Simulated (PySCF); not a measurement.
# Static response to an electric field

C6H4F3P.
Numbering: `[CH:1]#[C:2][P:3]([C:4]#[C:5][CH3:6])[C:7]([F:8])([F:9])[F:10]` (hydrogens: H11 on C1; H12, H13, H14 on C6)

Geometry (GFN2-xTB, Å), atoms numbered from 1 in this order:
```xyz
14
C6H4F3P angstrom
C     -1.4992    2.8450   -0.0004
C     -1.2887    1.8210    0.5926
P     -1.0264    0.3950    1.6019
C      0.5106   -0.1258    0.9213
C      1.5974   -0.5159    0.5751
C      2.8780   -0.9754    0.1022
C     -2.0661   -0.7383    0.4792
F     -1.7498   -0.6721   -0.8214
F     -3.3728   -0.4447    0.5758
F     -1.9272   -2.0233    0.8454
H     -1.6746    3.7195   -0.5566
H      2.8616   -2.0598   -0.0030
H      3.1000   -0.5284   -0.8663
H      3.6567   -0.6973    0.8120
```

Level: CAM-B3LYP/def2-SVPD (PySCF), static field, nuclei fixed, core orbitals frozen in the response. The polarisability tensor in these axes (au):

```
x   113.05 -16.66  -4.74
y   -16.66 101.00  -5.68
z    -4.74  -5.68  75.46
```

Task: What are the eigenvalues, a third of the trace, and Δα (Δα² = ½Σ(αi − αj)² over the three pairs)?

Result: Principal values 72.26, 92.50 and 124.75 au; mean 96.50 au = 14.30 Å³ = 15.91 × 10⁻⁴⁰ C²·m²/J; Δα = 45.85 au (48 % of the mean).

Task: What is the dipole moment, and where does it point?

Result: (2.94, 1.12, -0.34) D, 3.17 D in size, pointing from the negative to the positive side. Measured along this direction, the outermost atoms are F9 at the negative end and H14 at the positive end.

Task: Orientational against electronic polarisability at 400 K (dilute gas, rigid molecules)?

Result: In Gaussian units μ²/3kT = 60.56 Å³ against 14.30 Å³, a ratio of 4.24; the Debye molar polarisation (4π/3)N_A(α + μ²/3kT) is 188.8 cm³/mol, leaving out the vibrational part.

Task: What molar refraction does this α imply?

Result: Lorentz–Lorenz: R = (4π/3)N_A α = 2.5225 cm³/(mol·Å³) × 14.30 Å³ = 36.1 cm³/mol, in the limit of long wavelengths.

Task: Along which axes do the principal values lie, and how far do the nuclei extend along each?

Result: Largest value along (0.82, -0.57, -0.01), where the nuclei span 7.02 Å; middle along (0.52, 0.76, -0.40), 5.03 Å; least along (0.24, 0.32, 0.92), 2.77 Å. The response follows the extents in order.

Geometry: GFN2-xTB; no solvent, vibrations or thermal averaging.

These values come from a run that also computed excited states. Cost: about 2.8 min of CPU time on one thread; the machine was shared, so the figure is rough.
